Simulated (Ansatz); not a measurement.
Consider the cleavage of the Al–Si bond: `[NH2][AlH][SiH2]S` + CH₃OH → `C[O][AlH][NH2]` + `[SiH3]S`.

Computed with Ansatz on PBE0-D4/def2-TZVP structures; ΔE is electronic, products minus reactants. CCSD(T)/CBS is the MP2 limit (def2-TZVPP, def2-QZVPP) plus CCSD(T) − MP2 in def2-TZVPP, frozen cores. This one scheme is used for every species. Functionals use def2-TZVPP. One conformer a species, not always the lowest.

`[NH2][AlH][SiH2]S`:

Z-matrix (Å, degrees):
```
Si
Al 1 2.448
S 1 2.162 2 107.2
H 1 1.493 2 115.2 3 123.3
H 1 1.490 2 113.7 3 -113.3
N 2 1.766 1 119.8 3 128.8
H 2 1.587 1 122.0 3 -48.3
H 3 1.344 1 95.3 2 46.3
H 6 1.007 2 124.9 1 1.7
H 6 1.008 2 124.9 1 -176.9
```

CH₃OH:

```xyz
6

C     0.261   -0.238   -0.047
O    -1.053    0.270   -0.082
H     0.223   -1.251   -0.449
H     0.662   -0.291    0.973
H     0.952    0.348   -0.665
H    -1.045    1.162    0.270
```

`C[O][AlH][NH2]`:

Cartesian coordinates in Å:
```
C 1.064 0.035 -1.656
O 0.440 -0.368 -0.476
Al -0.560 0.386 0.655
N -1.111 -0.583 2.018
H 0.719 -0.576 -2.497
H 0.867 1.087 -1.902
H 2.149 -0.092 -1.574
H -0.985 1.899 0.503
H -1.707 -0.239 2.752
H -0.877 -1.550 2.175
```

`[SiH3]S`:

Cartesian coordinates in Å:
```
Si -0.222 -0.435 -0.201
S 1.219 0.716 0.879
H -1.578 -0.307 0.390
H 0.249 -1.835 -0.089
H -0.283 -0.033 -1.629
H 0.616 1.894 0.649
```

```json
{"level": "BLYP-D4", "ΔE (kJ/mol)": "-125.3"}
{"level": "PBE0", "ΔE (kJ/mol)": "-111.6"}
{"level": "CCSD(T)/def2-SVP", "ΔE (kJ/mol)": "-131.0"}
{"level": "MP2/CBS(def2)", "ΔE (kJ/mol)": "-135.2"}
```

What does CCSD(T)/CBS give? (Best estimate.)

Ansatz gave: -126.1 kJ/mol. The listed levels differ from it by 0.8, 14.5, -4.9, -9.1 kJ/mol.

Largest T1 diagnostic among the species: 0.013.

From BLYP to BHLYP (50 % exact exchange), in def2-TZVPP and without D4, ΔE moves by −11.6 kJ/mol. In def2-TZVPP, CCSD(T) changes the Hartree–Fock value by +19.0 kJ/mol (the triples alone add +3.1 kJ/mol) and MP2 by +9.9 kJ/mol. At CCSD(T), def2-SVP lies −4.9 kJ/mol from the extrapolated value and def2-TZVPP −1.1 kJ/mol.
